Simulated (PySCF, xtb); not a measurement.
B(F)(H)(SeH) (BFH₂Se), SMILES FB[SeH].

GFN2-xTB in xtb 6.7.1 at its own geometry gives an orbital gap of 4.06 eV and a dipole moment of 1.87 D.

The structure is a stationary point at B3LYP-D3(BJ)/def2-TZVP. One conformer was computed; it need not be the lowest.

Q: What does PBE/def2-TZVPD in PySCF give? (An estimate is asked for; the answer gives what the named calculation found.)

A: gap 4.81 eV (levels -6.69 and -1.88 eV), dipole 1.20 D.
